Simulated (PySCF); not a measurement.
SrS: from constants to spectrum

RHF-CCSD(T) constants of SrS, ¹Σ⁺ (singlet), closed shell (Sr def2-SVP with ECP28, S def2-SVP; scalar-relativistic core potentials (PySCF 2.14); masses 87.9056 and 31.9721 u):

```
ωe           : 349.0 cm⁻¹
ωexe         : 1.16 cm⁻¹
Be           : 0.11241 cm⁻¹
αe           : 0.000514 cm⁻¹
De to Sr + S : 2.52 eV
```

(1) What force constant and bond length do these constants imply?

(2) Estimate the centrifugal constant D from the Kratzer relation and find the Dunham coefficient a1.

Measured values (Huber and Herzberg, Constants of Diatomic Molecules (1979)): ωe = 388.38 cm⁻¹, ωexe = 1.31 cm⁻¹, Be = 0.12072 cm⁻¹, αe = 0.00044 cm⁻¹.

Correlated steps freeze 5 core orbitals. Correlated levels converge slowly with the basis: in double zeta they bind strong bonds too weakly, by up to about 1 eV, and carry superposition errors of some tenths. Where the molecule has an RHF reference, its open-shell atoms are computed with UHF. The CCSD T1 diagnostic is raised, a sign that a single reference may not be enough here.

Answers

(1) Reduced mass μred = 23.445 u; k = 5.8918×10⁻⁷·μred·ωe² (u, cm⁻¹, mdyn/Å) = 1.68 mdyn/Å; Re = √(16.8576/(μred·Be)) (u, cm⁻¹, Å) = 2.529 Å.

(2) D = 4Be³/ωe² = 4.66e-08 cm⁻¹; a1 = −1 − αeωe/(6Be²) = -3.37.
